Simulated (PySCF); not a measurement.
## C₆ coefficients of unlike pairs at UHF

Calculated with PySCF 2.14 from the dipole response of each species, C₆(A,B) = (3/π) ∫ α_A(iu) α_B(iu) du, in atomic units, from isotropic polarisabilities. For ions this is the dispersion term alone; charge-induced terms of lower order in 1/R come first.

```tsv
species	configuration	basis	relativity	α (bohr³)	C₆ (like pair)
Be	[He] 2s2 (1S)	def2-TZVPPD (5s4p1d)	none	45.57	282.0
Al⁺	[Ne] 3s2 (1S)	aug-cc-pVTZ-DK (6s5p3d2f)	spin-free X2C	26.03	136.8
Fe²⁺	[Ar] 3d6 (5D)	aug-cc-pwCVTZ-DK (10s9p7d4f3g)	spin-free X2C	3.169	9.088
P	[Ne] 3s2 3p3 (4S)	dyall-acv3z (19s12p6d4f)	spin-free X2C	25.41	188.1
```

(1) Estimate C₆ for Al⁺ with Be.

No spin-orbit coupling is included.

The other pairs:

```csv
pair,C₆
"Fe²⁺, Be",33.68
"P, Be",214.2
"P, Fe²⁺",35.07
"P, Al⁺",157.4
"Fe²⁺, Al⁺",26.71
```

## Answers

(1) The integral gives 192.7. The combination rule 2 C_A C_B / (C_A α_B/α_A + C_B α_A/α_B) gives 192.6 and the geometric mean 196.4.
